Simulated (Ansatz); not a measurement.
Na6Pt⁻, relaxed as a doublet with UKS PBE0-D4/def2-SVPD in Ansatz, starting from the GFN2-xTB geometry. Force threshold 0.02 eV/Å.

In the def2 sets Pt takes a core potential; there is no spin–orbit coupling. The relaxation made no stability test and no search for a lower SCF solution. No other spin state of charge -1 was run. Another isomer (doublet) lies 0.42 eV lower at PBE0-D4/def2-TZVPD; other spin states weren't run for this one.

Start:

Cartesian coordinates in Å:
```
Pt -1.2780 1.0709 0.7311
Na 1.1043 2.5524 0.6370
Na -2.1881 0.0162 -1.7443
Na 0.8713 -0.0882 2.4151
Na 0.6462 -1.4441 -2.4674
Na 2.6720 -0.3622 -0.4318
Na -1.8277 -1.7450 0.8604
```

```json
{"step": "1", "energy (eV)": "-29721.6992", "largest force component (eV/Å)": "0.434", "SCF passes": "35"}
{"step": "2", "energy (eV)": "-29721.8255", "largest force component (eV/Å)": "0.261", "SCF passes": "50"}
{"step": "3", "energy (eV)": "-29721.9474", "largest force component (eV/Å)": "0.102", "SCF passes": "47"}
{"step": "4", "energy (eV)": "-29722.0198", "largest force component (eV/Å)": "0.078", "SCF passes": "46"}
{"step": "5", "energy (eV)": "-29722.0770", "largest force component (eV/Å)": "0.068", "SCF passes": "51"}
{"step": "6", "energy (eV)": "-29722.1261", "largest force component (eV/Å)": "0.112", "SCF passes": "53"}
{"step": "7", "energy (eV)": "-29722.1658", "largest force component (eV/Å)": "0.135", "SCF passes": "43"}
{"step": "8 (rejected)", "energy (eV)": "-29722.1401", "largest force component (eV/Å)": "0.286", "SCF passes": "46"}
{"step": "9 (rejected)", "energy (eV)": "-29722.1498", "largest force component (eV/Å)": "0.067", "SCF passes": "47"}
{"step": "10", "energy (eV)": "-29722.1788", "largest force component (eV/Å)": "0.121", "SCF passes": "40"}
{"step": "11", "energy (eV)": "-29722.1919", "largest force component (eV/Å)": "0.103", "SCF passes": "45"}
{"step": "13 (rejected)", "energy (eV)": "-29722.1988", "largest force component (eV/Å)": "0.500", "SCF passes": "45"}
{"step": "15 (rejected)", "energy (eV)": "-29722.2004", "largest force component (eV/Å)": "0.176", "SCF passes": "45"}
{"step": "17", "energy (eV)": "-29722.2295", "largest force component (eV/Å)": "0.089", "SCF passes": "42"}
{"step": "19", "energy (eV)": "-29722.2370", "largest force component (eV/Å)": "0.433", "SCF passes": "40"}
{"step": "21", "energy (eV)": "-29722.2396", "largest force component (eV/Å)": "0.041", "SCF passes": "34"}
{"step": "23", "energy (eV)": "-29722.2403", "largest force component (eV/Å)": "0.024", "SCF passes": "25"}
{"step": "25", "energy (eV)": "-29722.2409", "largest force component (eV/Å)": "0.048", "SCF passes": "35"}
{"step": "27 (rejected)", "energy (eV)": "-29722.2359", "largest force component (eV/Å)": "0.089", "SCF passes": "40"}
{"step": "29 (rejected)", "energy (eV)": "-29722.2408", "largest force component (eV/Å)": "0.050", "SCF passes": "31"}
{"step": "31", "energy (eV)": "-29722.2411", "largest force component (eV/Å)": "0.018", "SCF passes": "33"}
```

Force components are those of the run's own axes.

End:

```tsv
atom	x (Å)	y (Å)	z (Å)
Pt1	-1.387	0.871	1.067
Na2	0.698	1.953	-0.416
Na3	-2.368	0.616	-1.495
Na4	0.756	0.400	2.733
Na5	0.497	-0.932	-2.735
Na6	2.718	-1.090	0.274
Na7	-0.914	-1.817	0.572
```

Bonds formed: Na2–Na3, Na2–Na5, Na6–Na7 (atoms count from 1).

No frequencies were taken in this run, so the end may be a saddle point.

Run time 4.4 min (4 threads of Arm Neoverse V2 on a shared host), peak host memory 0.57 GiB.
